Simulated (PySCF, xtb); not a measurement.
Ge(F)(Br)2(NH2) (Br2FGeH2N), SMILES [NH2][Ge]([F])([Br])[Br].

GFN2-xTB (xtb) at its own geometry gives an orbital gap of 4.36 eV and a dipole moment of 4.45 D.

Geometry optimised at PBE-D3(BJ)/def2-SVP. One conformer was computed; it need not be the lowest.

Problem. What does HF/def2-TZVP (PySCF) give? (Estimate from the structure and the level; the computed values follow.)

Solution. gap 13.62 eV (levels -11.74 and 1.87 eV), dipole 3.01 D.
